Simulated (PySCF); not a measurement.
B(GeH3)(H)(OH) (BGeH5O), SMILES [GeH3][BH]O.

Coordinates come from a PBE0-D3(BJ)/def2-SVP optimisation. Other conformers were not sampled.

Calculation: B3LYP/def2-TZVPD (PySCF).

Symmetry labels are those of the subgroup Cs that the program uses (full group Cs).

Computed valence orbital energies around the gap with their symmetry:
| orbital | symmetry | energy (eV) |
|---|---|---|
| HOMO−7 | A' | -16.18 |
| HOMO−6 | A' | -15.26 |
| HOMO−5 | A' | -11.96 |
| HOMO−4 | A' | -11.25 |
| HOMO−3 | A" | -10.79 |
| HOMO−2 | A" | -9.26 |
| HOMO−1 | A' | -9.24 |
| HOMO | A' | -7.65 |
| LUMO | A" | -1.31 |
| LUMO+1 | A' | -0.49 |
| LUMO+2 | A' | 0.37 |
| LUMO+3 | A' | 0.78 |
